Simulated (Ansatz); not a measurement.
Spectroscopic constants of LiS, multiplicity 2 (lowest of 2S+1 = 2, 4 at CCSD(T)/def2-TZVPP on PBE0 minima; our sources give no spin for the ground state, which may be another).

D_e counts from the fitted minimum to each atom's lowest state at the same level, without counterpoise.

Codes used: Ansatz (Gaussian orbitals). 

### Question
Predict the bond energy D_e from SVWN5/def2-TZVPP.

### Answer
82.3 kcal/mol

### Question
Estimate the bond energy D_e that PBE/def2-TZVPP returns for this input.

### Answer
72.9 kcal/mol

### Question
Give the bond energy D_e at the level wB97M-V/def2-TZVPP.

### Answer
76.8 kcal/mol

Ansatz is a quantum-chemistry and plane-wave program.
